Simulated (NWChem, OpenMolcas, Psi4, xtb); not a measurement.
**GaSiH4OF (SMILES [F][GaH][O][SiH3]): methods side by side**

GaSiH4OF: 8 atoms, total charge 0, spin state singlet. SMILES: `[F][GaH][O][SiH3]`. The shape is that of a PBE0-D4/def2-TZVP optimisation. This is one conformer, not always the lowest.

```xyz
8

F     0.8571    1.4720    1.8462
Ga    1.3239    1.2202    0.1775
O     0.3222    0.0248   -0.6440
Si   -0.9528   -0.9458   -0.2991
H     2.4931    1.9842   -0.4631
H    -1.2875   -1.7172   -1.5232
H    -0.6186   -1.8943    0.7969
H    -2.1373   -0.1438    0.1088
```

Each level gives the dipole moment (D). The values are calculated.

```tsv
level	kind	program	value (D)	CPU time
GFN1-xTB	semi-empirical	xtb	2.72	under 2 s
HF/6-31G* (spherical functions)	Hartree–Fock	Psi4	1.82	14 s
SVWN5/6-31G* (spherical functions)	LDA	NWChem	1.45	42 s
BLYP/6-31G* (spherical functions)	GGA	OpenMolcas	1.42	62 s
PBE/6-31G* (spherical functions)	GGA	NWChem	1.44	53 s
M06-L/6-31G* (spherical functions)	meta-GGA	OpenMolcas	1.61	68 s
PBE0/6-31G* (spherical functions)	global hybrid	NWChem	1.60	51 s
```

All-electron rows without a relativistic Hamiltonian named are non-relativistic. The values span 1.42 to 2.72 D. Magnitudes only. CPU times are rough (shared hosts, several kinds of processor and program).
